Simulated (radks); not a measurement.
Task: Ionisation of neutral iodine, [Kr] 4d10 5s2 5p5, to [Kr] 4d10 5s2 5p4 as the strength of local exchange is varied. All-electron calculation, scalar-relativistic Kohn-Sham, Slater X-alpha exchange (alpha = 2/3 is LDA exchange), no correlation, spin-polarised, spherical densities, point nucleus; open shells are filled with parallel spins first (spin-orbit coupling, left out, can overturn this in heavy ions). Program: a radial shooting solver on a logarithmic mesh with Libxc functionals.

alpha  E(I) (hartree)  exchange (hartree)  IE (eV)  -e of the level emptied (eV)  <r> of it (bohr)
0.583     -7084.16635          -148.26165    8.697                    5.025 (5p)             2.572
0.85      -7152.55615          -218.16226   11.160                    7.327 (5p)             2.409
0.877     -7159.50706          -225.30048   11.425                    7.578 (5p)             2.394
0.94      -7175.75090          -242.00596   12.055                    8.179 (5p)             2.361
x         -7105.61422          -170.11790    9.441                    5.712 (5p)             2.517

Which alpha was used in the last row?

Result: alpha = 0.667. NIST Atomic Spectra Database: 10.451 eV (measured). The Delta-SCF value meets it near alpha = 0.77. Open shells are spherical and high-spin; term and fine-structure splittings are not resolved. Spin-orbit splitting is averaged out at the scalar-relativistic level.
